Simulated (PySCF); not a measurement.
MCl₂ across group 14

Level: PBE0, basis family def2-TZVP, scalar-relativistic core potentials from Rb on and no relativity for lighter atoms.

Each entry is the lowest minimum that a search over a few typed start shapes (and spin states, where more than one is plausible) found, or that minimum re-optimised at the stated level; isomers with ligand–ligand bonds, or fragments after loss of a ligand pair, can lie lower. Open shells are unrestricted; no spin–orbit coupling; PySCF with density fitting.

| molecule | 2S+1 | point group | mean bond to the central atom (Å) | polar-tensor charge of the central atom | gap (eV) | lowest ω (cm⁻¹) | distinct angles (°) |
| --- | --- | --- | --- | --- | --- | --- | --- |
| CCl₂ | 1 | C2v | 1.708 | 0.70 | 4.16 | 342 | 110 |
| GeCl₂ | 1 | C2v | 2.182 | 1.15 | 5.03 | 158 | 100 |
| SnCl₂ | 1 | C2v | 2.363 | 1.23 | 4.91 | 120 | 99 |
| PbCl₂ | ? | ? | ? | ? | ? | ? | ? |

(1) Fill in the row of PbCl₂.

## Answers

(1) 2S+1: 1; point group: C2v; mean bond to the central atom (Å): 2.456; polar-tensor charge of the central atom: 1.30; gap (eV): 5.07; lowest ω (cm⁻¹): 99; distinct angles (°): 99.

The bond lengthens at every step; the largest change, 0.474 Å, falls between CCl₂ and GeCl₂ among the members listed.

Spin–orbit coupling can matter for PbCl₂.

Left out of the table are members whose search was unfinished or whose lowest solution was spin-contaminated, unstable, very soft or bonded differently.
